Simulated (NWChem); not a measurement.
System: C2H4Cl2Si; SMILES Cl/C=C\[SiH2]Cl

The following NWChem deck was run.

```
start job
memory heap 200 mb stack 900 mb global 1100 mb
geometry units angstroms noautosym nocenter noautoz
  Cl     0.414914    -2.565223     0.000000
  C     -1.042857    -1.631036     0.000000
  C     -1.039726    -0.297311     0.000000
  Si     0.522818     0.729586     0.000000
  Cl    -0.047870     2.724116     0.000000
  H     -1.942198    -2.253816     0.000000
  H     -2.017231     0.198360     0.000000
  H      1.337637     0.481712    -1.220876
  H      1.337637     0.481712     1.220876
end
basis spherical
  * library def2-tzvp
end
dft
  xc pbe0
  iterations 150
  semidirect filesize 400000000
end
property
  efieldgrad
end
task dft property
```

All runs use the structure optimised with PBE0/def2-SVP.

Vzz is the largest principal value of the second derivative of the potential at the nucleus (NWChem prints the opposite sign); η is the asymmetry. Non-relativistic.

Atoms are numbered as in the input.

Task: What results follow from this input? (PBE0/def2-TZVP.) Quantities: Vzz Cl1 (a.u.); η Cl1; Vzz Cl5 (a.u.); η Cl5.

Result: 
| Item | Result |
|---|---|
| Vzz Cl1 (a.u.) | 3.642 |
| η Cl1 | 0.12 |
| Vzz Cl5 (a.u.) | 2.166 |
| η Cl5 | 0.01 |
